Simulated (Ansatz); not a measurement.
Calculated with Ansatz (gas phase, PBE0-D4/def2-TZVP geometries, no zero-point term in ΔE). CBS: MP2 limit from def2 TZ/QZ plus the TZ coupled-cluster correction, frozen cores. Functionals use def2-TZVPP. For Br, Ga, Ge outer-core shells are correlated without core-valence functions, which leaves a few kJ/mol of doubt a bond. Scalar relativity is left out up to krypton. Each species was taken in one conformer, which may not be the lowest.

`[SiH3][CH2][GeH2][Cl]` + `[OH][Ga]([Br])[Br]` → `[SiH3][O][Ga]([Br])[Br]` + `[CH3][GeH2][Cl]`  (ligand exchange at the Si–C bond)

| species | ωB97M-V energy (Eh) |
| --- | --- |
| `[SiH3][CH2][GeH2][Cl]` | -2868.89648 |
| `[OH][Ga]([Br])[Br]` | -7148.76787 |
| `[SiH3][O][Ga]([Br])[Br]` | -7439.48118 |
| `[CH3][GeH2][Cl]` | -2578.21938 |

**Question.** Work out ΔE.

**Answer.** ΔE = (-7439.48118) + (-2578.21938) − (-2868.89648) − (-7148.76787) = -0.03621 Eh = -22.7 kcal/mol. CCSD(T)/CBS gives -23.0 kcal/mol.

Largest T1 diagnostic among the species: 0.011.

From PBE to PBE0 (25 % exact exchange), in def2-TZVPP and without D4, ΔE moves by −1.4 kcal/mol. In def2-TZVPP, CCSD(T) changes the Hartree–Fock value by +6.0 kcal/mol (the triples alone add +0.8 kcal/mol) and MP2 by +5.9 kcal/mol.
